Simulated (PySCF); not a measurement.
# Stationary points of SnCl₃⁻

Computed with PBE in PySCF with Sn def2-SVPD with ECP28, Cl def2-SVPD; scalar-relativistic core potentials, no spin–orbit coupling; density-fitted integrals.

Relaxations began from a few typed shapes. The search is not exhaustive: other isomers or separated fragments can lie lower, and high-lying points may rest on an excited occupation.

Problem. Which is the lowest minimum found?
A. singlet D3h: Sn–Cl 2.654 Å (×3); Cl–Sn–Cl 120.0° (×3)
B. singlet C3v: Sn–Cl 2.545 Å (×3); Cl–Sn–Cl 99.1° (×3)
C. singlet C2v: Sn–Cl 2.583 Å, Sn–Cl 2.684 Å (×2); Cl–Sn–Cl 110.4° (×2), Cl–Sn–Cl 139.2°

Solution. B. The others lie at 64.7 (singlet D3h, a saddle point), 65.1 (singlet C2v, a saddle point) kJ/mol above it.

Counting electrons, tin keeps 2 of its valence electrons outside its bonds, so the VSEPR class is AX3E1 and the expected shape is trigonal pyramidal (C3v), as computed.

For the lowest minimum: the lowest empty level of this anion is unbound, so it and the gap depend on the basis.
